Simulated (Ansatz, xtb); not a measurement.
Two isomers of C5H9N3

Structure X: `CC(C)c1cnn[nH]1`, a singlet. Structure Y: `CC(C)c1c[nH]nn1`, a singlet. Both are isolated molecules in the gas phase, relaxed with PBE0-D3(BJ)/def2-SVP; each stands in its lowest conformer found.

Quicker runs give these differences E(Y) − E(X): GFN2-xTB +0.86 kcal/mol; HF/STO-3G +1.10 kcal/mol (at GFN2-xTB geometries); r2SCAN-D4/def2-SVP −0.78 kcal/mol (at GFN2-xTB geometries).

Question: Estimate which is lower in electronic energy at CCSD(T)/def2-SVP + ΔMP2/def2-TZVPP, and by roughly how much.

Answer: CCSD(T)/def2-SVP + ΔMP2/def2-TZVPP gives E(Y) − E(X) = −0.60 kcal/mol, slightly favouring structure Y, which is too small a margin to settle the true order.

Level by level:

| level | geometry | E(Y) − E(X) (kcal/mol) | departure from the last row (kcal/mol) | job, with rough time for the two |
| --- | --- | --- | --- | --- |
| GFN2-xTB | GFN2-xTB | +0.86 | +1.45 | optimisation, 0.17 s |
| HF/STO-3G | GFN2-xTB | +1.10 | +1.70 | single point, 0.78 s |
| r2SCAN-D4/def2-SVP | GFN2-xTB | −0.78 | −0.18 | single point, 10 s |
| PBE0-D3(BJ)/def2-SVP | PBE0-D3(BJ)/def2-SVP | −0.49 | +0.10 | optimisation, 79 s |
| HF/def2-SVP | PBE0-D3(BJ)/def2-SVP | −0.11 | +0.49 | part of the CCSD(T) run |
| MP2/def2-SVP | PBE0-D3(BJ)/def2-SVP | −1.23 | −0.63 | part of the CCSD(T) run |
| CCSD(T)/def2-SVP | PBE0-D3(BJ)/def2-SVP | −0.84 | −0.24 | single point |
| CCSD(T)/def2-SVP + ΔMP2/def2-TZVPP | PBE0-D3(BJ)/def2-SVP | −0.60 |  | single point, 5.5 min |

As drawn, both hold the same kinds of bond in the same numbers.

The largest departure from CCSD(T)/def2-SVP + ΔMP2/def2-TZVPP is that of HF/STO-3G, 1.70 kcal/mol. The last row adds to CCSD(T) the change of the MP2 difference between the two basis sets, here +0.24 kcal/mol.

With thermal terms from frequencies at re-optimised GFN2-xTB minima (ideal gas, soft modes damped towards free rotors, one conformer each, 298.15 K, 1 atm): on the last row, ΔE + ΔZPE = −0.75, ΔH = −0.75, ΔG = −0.71 kcal/mol.

The correlated steps freeze 8 core orbitals. Codes used: Ansatz 0.2.0, xtb 6.7.1; the last row on 2 threads of Arm Neoverse V1 on a shared host.
